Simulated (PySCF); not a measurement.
## Distorted geometries of Ce2O3

Ce2O3 (singlet in the valence; each metal's 4f electrons, 1 of them, lie in its core potential, out of spins and levels; a saddle point, relaxed within its symmetry). PySCF 2.14.0, RKS PBE, Ce lcecp-1-SVP with ECP47, O def2-SVP; non-relativistic Hamiltonian with scalar-relativistic core potentials where named; density fitting; no spin-orbit coupling. Relaxed geometry:

```xyz
5

Ce   -0.5715   -0.0110    2.1347
Ce   -0.5715   -0.0110   -2.1347
O    -1.0219   -0.0197    0.0000
O     1.3431    0.0259    2.3652
O     1.3431    0.0259   -2.3652
```

Problem. Order these distorted geometries by energy above the relaxed one, lowest first.
A.
```xyz
5

Ce   -0.4834   -0.0551    2.1036
Ce   -0.6175   -0.1251   -2.0677
O    -1.1347   -0.0277   -0.0792
O     1.4353    0.1136    2.3795
O     1.3216    0.1043   -2.3363
```
B.
```xyz
5

Ce   -0.5759   -0.0327    2.1739
Ce   -0.5682    0.0087   -2.1716
O    -0.9925   -0.0450   -0.0115
O     1.2957    0.0045    2.3617
O     1.3623    0.0746   -2.3524
```
C.
```xyz
5

Ce   -0.6428   -0.1204    2.2058
Ce   -0.5565   -0.2960   -2.0925
O    -1.0488    0.1357   -0.1057
O     1.3840    0.1392    2.2189
O     1.3855    0.1515   -2.2266
```

Solution. B (0.06 eV), A (0.21 eV), C (0.61 eV).

Problem. Which forces (eV/Å) act in the one that lies 0.61 eV up?

Solution. 
```
Ce   3.08  0.86 -2.20
Ce   1.88  0.34 -0.93
O   -0.38 -0.31  2.81
O   -3.08 -0.50  0.37
O   -1.51 -0.39 -0.05
```
Forces carry noise of the integration grid, about 0.01 to 0.03 eV/Å.

An lcecp potential fixes the number of 4f electrons, so in runs with it no electron can move into or out of that shell.
